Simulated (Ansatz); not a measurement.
Hg₄O₅, relaxed as a singlet with RKS B3LYP-D4/def2-SVP in Ansatz, starting from the GFN1-xTB geometry. Force threshold 0.02 eV/Å.

In the def2 sets Hg takes a core potential; there is no spin–orbit coupling. The structure holds 2 bonds between oxygen atoms, so isomers without such links may lie far lower. The structure comes from a short search, and lower isomers may exist.

Start:

Cartesian coordinates in Å:
```
Hg -0.774 -1.763 1.319
Hg 0.988 -0.065 -0.244
Hg -1.570 1.826 -0.234
Hg -2.311 -3.826 1.721
O 1.741 0.988 -1.798
O -1.252 -0.069 0.353
O 1.368 2.270 -1.552
O 1.099 -1.739 0.826
O 0.711 2.377 -0.392
```

```tsv
step	energy (eV)	largest force component (eV/Å)	SCF passes
1	-26929.1240	3.183	27
2	-26930.2020	0.733	34
3	-26930.4079	0.851	39
4	-26930.5092	0.771	36
5	-26930.5609	0.644	36
6	-26930.6130	0.654	36
7	-26930.7017	0.977	35
8	-26930.8762	1.293	34
9	-26931.2031	1.227	32
10	-26931.4943	0.803	33
11	-26931.7803	0.805	32
12	-26932.0639	0.653	31
13	-26932.2308	0.305	32
14	-26932.2683	0.061	25
15 (rejected)	-26932.2606	0.294	26
16	-26932.2693	0.026	27
17	-26932.2699	0.005	27
18	-26932.2703	0.023	25
19	-26932.2704	0.025	27
20	-26932.2706	0.028	27
21	-26932.2707	0.019	27
```

Force components are those of the run's own axes.

End:

Cartesian coordinates in Å:
```
Hg -0.826 -1.379 0.791
Hg 1.839 -0.352 -0.236
Hg -1.157 1.486 -0.161
Hg -2.361 -3.950 2.038
O 2.265 1.522 -0.982
O -2.312 0.029 0.653
O 1.166 1.976 -1.736
O 1.094 -2.062 0.564
O 0.292 2.731 -0.932
```

By distances, no bond broke or formed, bridged metal pairs apart. The bond that changes most is Hg1–Hg4, from 2.60 to 3.24 Å (atoms count from 1). Metal–metal contacts that move far: Hg1–Hg4 2.60 to 3.24 Å.

The force fell under the threshold at step 17, but the optimiser went on. No frequencies were taken in this run, so the end may be a saddle point.

It took 2.6 min on 4 threads of Arm Neoverse V2 on a shared host, peak host memory 0.74 GiB.
